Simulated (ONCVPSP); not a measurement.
# u(r) = r·R(r): atom against pseudo-atom (Hf)

Columns: radius, all-electron u(r) and pseudo u(r) of the 5p shell (level -36.47 eV) of hafnium in the configuration [Kr] 4d10 4f14 5s2 5p6 5d2 6s1.5 6p0.5; LDA (Perdew-Wang 92), scalar-relativistic, ONCV scheme, ONCVPSP 4.0.1.

```csv
r (bohr),all-electron,pseudo
0.135,0.3212,0.0228
0.270,-0.1772,0.0931
0.405,-0.5061,0.2125
0.540,-0.1993,0.3747
0.675,0.2728,0.5600
0.810,0.6536,0.7380
0.945,0.8842,0.8773
1.080,0.9841,0.9568
1.215,0.9913,0.9715
1.350,0.9408,0.9320
1.485,0.8588,0.8563
1.620,0.7631,0.7627
1.755,0.6651,0.6650
1.890,0.5713,0.5712
2.025,0.4854,0.4854
2.160,0.4090,0.4089
2.295,0.3423,0.3422
2.430,0.2849,0.2849
2.565,0.2361,0.2361
2.700,0.1950,0.1950
2.835,0.1606,0.1606
2.970,0.1319,0.1319
3.105,0.1081,0.1081
3.240,0.0884,0.0884
3.375,0.0722,0.0722
3.510,0.0589,0.0589
```

(1) How many radial nodes do the two functions have?

(2) At about which radius was the pseudo-wave matched?

(3) Where does each function peak?

(4) Is the pseudo-wave norm-conserving?

## Answers

(1) The all-electron 5p function has n − l − 1 = 3 (the table is too coarse to show those close to the nucleus); the pseudo-wave has 0, since the states of the same l below it are removed with the core.

(2) 1.80 bohr. The columns agree to 0.0005 from 1.62 bohr on; several derivatives are matched, so the curves merge somewhat inside the radius.

(3) Outermost all-electron maximum near 1.22 bohr, pseudo maximum near 1.22 bohr (to the table’s step).

(4) Yes: the ONCV scheme keeps the norm inside the radius equal to the all-electron one, which fixes the energy derivative of the logarithmic derivative at the level.
